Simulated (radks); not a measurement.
Values are calculated unless marked as measured or tabulated.
Problem. Level of theory: scalar-relativistic Kohn-Sham, LB94 model potential, spin-unpolarised, spherical densities, finite nucleus; Fermi nuclear charge, rms radius of each element as measured or else 0.836 A^(1/3) + 0.57 fm (a radial shooting solver on a logarithmic mesh with Libxc functionals). Response by self-consistent Sternheimer equations with the Hartree and adiabatic LDA kernel, the relativistic mass of each level held fixed and spin-orbit coupling left out. Rank Sn4+, Te6+, Xe8+, Sb5+, I7+, Ag+, Cd2+, In3+, Pd (NIST ground configurations) by static dipole polarisability, largest first.

Solution. Pd 20.94, Ag+ 9.385, Cd2+ 5.358, In3+ 3.467, Sn4+ 2.425, Sb5+ 1.789, Te6+ 1.371, I7+ 1.082, Xe8+ 0.8743 bohr^3.
